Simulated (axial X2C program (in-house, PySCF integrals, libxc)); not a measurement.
**YSe⁻: cheaper levels and CCSD(T), 2c**

All values were computed with an in-house all-electron X2C program for linear molecules (integrals from PySCF). Two-component (2c) means X2C with spin–orbit coupling and atomic mean-field two-electron Coulomb and Gaunt terms. Basis: Y dyall-acv3z [12s13p10d6f3g], Se dyall-acv3z [9s10p7d5f1g] (cores contracted in-house); Gaussian nuclei, density fitting, unrestricted open shells. Masses: Y 88.906 u, Se 79.917 u.

State: Ω = 0 (closed shell); fragments Y + Se-.

| level | Re (Å) | ωe (cm⁻¹) |
| --- | --- | --- |
| PBE0 | 2.459 | 313.1 |
| HF | 2.514 | 306.4 |
| MP2 | 2.512 | 301.4 |
| CCSD | 2.520 | 300.3 |
| TPSSh | 2.467 | 308.9 |

Correlated methods: 10 electrons correlated (number of frozen shells: Y 4 s, 3 p, 1 d; Se 3 s, 2 p, 1 d), 374 virtual spin orbitals or spinors in MP2, 90 natural virtuals in coupled cluster.

CCSD(T), same Hamiltonian and basis:

Re = 2.525 Å, ωe = 296.4 cm⁻¹; T1 = 0.025 (Lee–Taylor normalisation).

Give the differences from CCSD(T) in the columns below.



```
level  ΔRe (Å)  Δωe (cm⁻¹)
 PBE0   -0.066        16.7
   HF   -0.011        10.0
  MP2   -0.013         5.0
 CCSD   -0.005         3.9
TPSSh   -0.058        12.5
```

One determinant describes the state; a PBE0 search over occupations chose it and may have missed a lower one. The closed shell is kept restricted, so the energy runs too high when the bond is stretched far. De is not given where an atomic determinant may have missed its ground term or J level, or where the truncated virtual space spoils (T). CCSD and (T) use frozen natural virtuals with an MP2 correction for the truncation; (T) itself is uncorrected, so its De runs slightly low. The functionals have no current-density term, which raises determinants with orbital currents, atoms included. The outer-core s and p shells of the metal are frozen in the correlated rows, which leaves out core–valence correlation; for alkali and alkaline-earth bonds that tends to lengthen them. The highest occupied level of some functionals is positive through self-interaction error; at Hartree–Fock it is bound. With the outer-core shells frozen, correlated bond lengths of heavy atoms tend to come out a few hundredths of an ångström too long.
